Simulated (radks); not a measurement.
Fractional charge and spin in the 3s shell of sulfur: the spin-up occupation runs from 0 to 1 and the spin-down occupation from 0 to 1; the fullest corner is S2+, [Ne] 3p(up 1, down 1) 3s(up 1, down 1). All-electron calculation, non-relativistic Kohn-Sham, BLYP, spin-polarised, spherical densities, point nucleus. Program: a radial shooting solver on a logarithmic mesh with Libxc functionals. Energy (eV) minus the two flat planes that join the four corners (they meet along the diagonal where the two added fractions sum to one electron); zero is where a piecewise linear energy would lie.

down \ up       0     0.5       1
0           0.000  -1.678   0.000
0.5        -1.678   0.430  -1.561
1           0.000  -1.561   0.000

Corners above the fullest one (they belong to S3+ and the next ion): (up 1, down 0) 45.308 eV, (up 0, down 1) 45.308 eV, (up 0, down 0) 105.29 eV. With half an added electron in each spin the energy lies 0.430 eV from the planes, and with half an added electron in spin up alone -1.678 eV. The planes are only a guide here: the flat-plane condition holds for ground states with one frontier orbital, while this shell lies below other occupied shells, so the corners above the fullest one are inner-hole states and not the ground states of those ions.
